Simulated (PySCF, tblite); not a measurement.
Isomers of C5H9ClOSi2, one GFN2-xTB conformer each. Single-point energies are computed at PBE0/pcSseg-1 (PySCF, gas phase, no added dispersion term), electronic only.

```tsv
SMILES	GFN2-xTB relative energy (kcal/mol)
ClCC#C[C@@H]1C[SiH2]O[SiH2]1	0.0
CC(=O)[Si@@]1(Cl)C=CC[SiH2]1	41.9
O=CC#C[C@]([SiH3])(Cl)C[SiH3]	77.4
```

Conformers: `[Cl:1][CH2:2][C:3]#[C:4][C@@H:5]1[CH2:6][SiH2:7][O:8][SiH2:9]1` with C4–C5–C6–Si7 -157°, C5–C6–Si7–O8 24°, C6–Si7–O8–Si9 -6°, Si7–O8–Si9–C5 -10°; `[CH3:1][C:2](=[O:3])[Si@@:4]1([Cl:5])[CH:6]=[CH:7][CH2:8][SiH2:9]1` with C1–C2–Si4–Cl5 -11°; `[O:1]=[CH:2][C:3]#[C:4][C@:5]([SiH3:6])([Cl:7])[CH2:8][SiH3:9]` with C4–C5–C8–Si9 -58°.

Task: What does PBE0/pcSseg-1 give for the same structures?

Result: 
```csv
SMILES,PBE0/pcSseg-1 E (Eh),PBE0/pcSseg-1 (kcal/mol),GFN2-xTB (kcal/mol),point group
CC(=O)[Si@@]1(Cl)C=CC[SiH2]1,-1309.61228,0.0,41.9,C1
ClCC#C[C@@H]1C[SiH2]O[SiH2]1,-1309.58260,18.6,0.0,C1
O=CC#C[C@]([SiH3])(Cl)C[SiH3],-1309.47016,89.2,77.4,C1
```

GFN2-xTB puts ClCC#C[C@@H]1C[SiH2]O[SiH2]1 lowest instead; measured from each level's own lowest isomer, the values differ by up to 41.9 kcal/mol (CC(=O)[Si@@]1(Cl)C=CC[SiH2]1: 41.9 against 0.0). As drawn, the lowest has an Si–Si bond and a C=C bond outside aromatic rings, which the highest lacks; the highest has a C≡C bond, which the lowest lacks.

Task: Which frontier levels, dipoles and rotational constants go with these structures?

Result: 
| SMILES | HOMO (eV, PBE0/pcSseg-1) | LUMO (eV) | dipole (D) | A, B, C (MHz) |
| --- | --- | --- | --- | --- |
| CC(=O)[Si@@]1(Cl)C=CC[SiH2]1 | -6.85 | -1.38 | 1.14 | 1271, 792.6, 652.7 |
| ClCC#C[C@@H]1C[SiH2]O[SiH2]1 | -7.36 | -0.26 | 2.73 | 2587, 371.4, 338.5 |
| O=CC#C[C@]([SiH3])(Cl)C[SiH3] | -8.02 | -2.13 | 2.58 | 993.0, 651.6, 504.2 |

Task: What happens when harmonic zero-point energies from GFN2-xTB frequencies are added?

Result: 
```
                       SMILES  ZPE (kcal/mol)  electronic (kcal/mol)  with ZPE (kcal/mol)
 CC(=O)[Si@@]1(Cl)C=CC[SiH2]1            77.3                    0.0                  0.0
 ClCC#C[C@@H]1C[SiH2]O[SiH2]1            75.1                   18.6                 16.5
O=CC#C[C@]([SiH3])(Cl)C[SiH3]            69.3                   89.2                 81.3
```

The zero-point energies span 8.0 kcal/mol. The order is unchanged.

Task: As an exercise, what shares would exp(−E/RT) give at 2000 K from these electronic energies alone (no entropy, no degeneracies)?

Result: RT = 3.974 kcal/mol: CC(=O)[Si@@]1(Cl)C=CC[SiH2]1 99.1 %, ClCC#C[C@@H]1C[SiH2]O[SiH2]1 0.9 %, O=CC#C[C@]([SiH3])(Cl)C[SiH3] under 0.1 %.
